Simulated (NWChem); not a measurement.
System: GaN3H6; SMILES [NH2][Ga]([NH2])[NH2]

NWChem printed, in part:

```
             Northwest Computational Chemistry Package (NWChem) 7.3.0
             --------------------------------------------------------

 C1  symmetry detected

                             Geometry "geometry" -> ""
                             -------------------------

 Output coordinates in angstroms (scale by  1.889725989 to convert to a.u.)

  No.       Tag          Charge          X              Y              Z
 ---- ---------------- ---------- -------------- -------------- --------------
    1 Ga                  31.0000    -0.00092327     0.00004764    -0.00443713
    2 N                    7.0000    -0.88840132     1.59010077     0.04474806
    3 H                    1.0000    -1.87230814     1.65325297    -0.18547852
    4 H                    1.0000    -0.41756758     2.45876344    -0.17651321
    5 N                    7.0000     1.82219836    -0.02368722    -0.03148996
    6 H                    1.0000     2.33019178    -0.86067592     0.22770902
    7 H                    1.0000     2.35158533     0.79990954     0.22774651
    8 N                    7.0000    -0.92920170    -1.56659154     0.04474589
    9 H                    1.0000    -0.48097149    -2.44718972    -0.17651439
   10 H                    1.0000    -1.91447584    -1.60429115    -0.18542623

 Effective nuclear repulsion energy (a.u.)     289.6324912564

  pbe96 is a nonlocal functional; adding pw91lda local functional.

                                 NWChem DFT Module
                                 -----------------

 Summary of "ao basis" -> "ao basis" (spherical)
 ------------------------------------------------------------------------------
       Tag                 Description            Shells   Functions and Types
 ---------------- ------------------------------  ------  ---------------------
 Ga                         def2-svp                12       32   5s4p3d
 N                          def2-svp                 6       14   3s2p1d
 H                          def2-svp                 3        5   2s1p

            General Information
            -------------------
          SCF calculation type: DFT
          Wavefunction type:  closed shell.
          No. of atoms     :    10
          No. of electrons :    58
           Alpha electrons :    29
            Beta electrons :    29
          Charge           :     0
          Spin multiplicity:     1
          Use of symmetry is: off; symmetry adaption is: off
          Maximum number of iterations: 150
          AO basis - number of functions:   104
                     number of shells:    48
          Convergence on energy requested:  1.00D-06
          Convergence on density requested:  1.00D-05
          Convergence on gradient requested:  5.00D-04

              XC Information
              --------------
          PerdewBurkeErnzerhof Exchange Functional  1.000
            Perdew 1991 LDA Correlation Functional  1.000 local
           PerdewBurkeErnz. Correlation Functional  1.000 non-local

             Grid Information
             ----------------
          Grid used for XC integration:  medium
          Radial quadrature: Mura-Knowles
          Angular quadrature: Lebedev.
          Tag              B.-S. Rad. Rad. Pts. Rad. Cut. Ang. Pts.
          ---              ---------- --------- --------- ---------
          Ga                  1.30      112           8.0       590
          N                   0.65       49          11.0       434
          H                   0.35       45          12.0       434
          Grid pruning is: on
          Number of quadrature shells:   529
          Spatial weights used:  Erf1

      Superposition of Atomic Density Guess
      -------------------------------------

 Sum of atomic energies:       -2088.70407988

      Non-variational initial energy
      ------------------------------

 Total energy =   -2090.354147
 1-e energy   =   -3484.950052
 2-e energy   =    1104.963414
 HOMO         =      -0.339179
 LUMO         =      -0.013814

   convergence    iter        energy       DeltaE   RMS-Dens  Diis-err
 ---------------- ----- ----------------- --------- --------- ---------
 d= 0,ls=0.0,diis     1  -2091.8008023017 -2.38D+03  1.39D-02  8.68D-01
 d= 0,ls=0.0,diis     2  -2091.6868780675  1.14D-01  8.37D-03  1.85D+00
 d= 0,ls=0.0,diis     3  -2091.8957880750 -2.09D-01  1.58D-03  6.15D-02
 d= 0,ls=0.0,diis     4  -2091.9010734779 -5.29D-03  5.96D-04  1.84D-02
 d= 0,ls=0.0,diis     5  -2091.9020149355 -9.41D-04  1.03D-04  1.99D-04
  Resetting Diis
 d= 0,ls=0.0,diis     6  -2091.9020290709 -1.41D-05  3.24D-05  1.04D-05
 d= 0,ls=0.0,diis     7  -2091.9020294335 -3.63D-07  4.97D-05  7.15D-06
 d= 0,ls=0.0,diis     8  -2091.9020255818  3.85D-06  3.50D-05  3.96D-05
 d= 0,ls=0.0,diis     9  -2091.9020302805 -4.70D-06  1.16D-06  1.59D-08
 d= 0,ls=0.0,diis    10  -2091.9020302822 -1.72D-09  1.84D-07  8.93D-10

         Total DFT energy =    -2091.902030282234
      One electron energy =    -3488.917527599034
           Coulomb energy =     1204.971690102911
    Exchange-Corr. energy =      -97.588684042528
 Nuclear repulsion energy =      289.632491256417

 Numeric. integr. density =       57.999996872567

                       DFT Final Molecular Orbital Analysis
                       ------------------------------------

 Vector   27  Occ=2.000000D+00  E=-2.191025D-01
              MO Center= -3.9D-02,  9.2D-04,  1.5D-02, r^2= 3.9D+00
   Bfn.  Coefficient  Atom+Function         Bfn.  Coefficient  Atom+Function
  ----- ------------  ---------------      ----- ------------  ---------------
    38      0.283556   2 N  pz               86      0.283409   8 N  pz
    62      0.260570   5 N  pz               17     -0.222370   1 Ga pz
    41     -0.221322   2 N  pz               89     -0.221200   8 N  pz
    65     -0.204501   5 N  pz               14     -0.196547   1 Ga pz
    11      0.115359   1 Ga pz               60     -0.112840   5 N  px

[...]
```

Level: PBE/def2-SVP, vertical spin-unrestricted ions. Geometry: optimised at PBE0/def2-SVP.

Which NWChem input produces such a log?

One answer among several that fit: the input that was run:
```
start job
memory heap 200 mb stack 900 mb global 1100 mb
geometry units angstroms noautoz
  Ga    -0.002342     0.000078    -0.002241
  N     -0.898043     1.586060     0.023955
  H     -1.876089     1.644656    -0.231109
  H     -0.425740     2.456823    -0.185610
  N      1.820970    -0.015312     0.016843
  H      2.326066    -0.849910     0.289085
  H      2.339857     0.810756     0.289118
  N     -0.924393    -1.570786     0.023958
  H     -0.466686    -2.449369    -0.185603
  H     -1.903346    -1.613047    -0.231053
end
basis spherical
  * library def2-svp
end
dft
  xc xpbe96 cpbe96
  iterations 150
  vectors input atomic output neutral.movecs
end
task dft energy
charge 1
dft
  odft
  mult 2
  vectors input atomic output cation.movecs
end
task dft energy
```
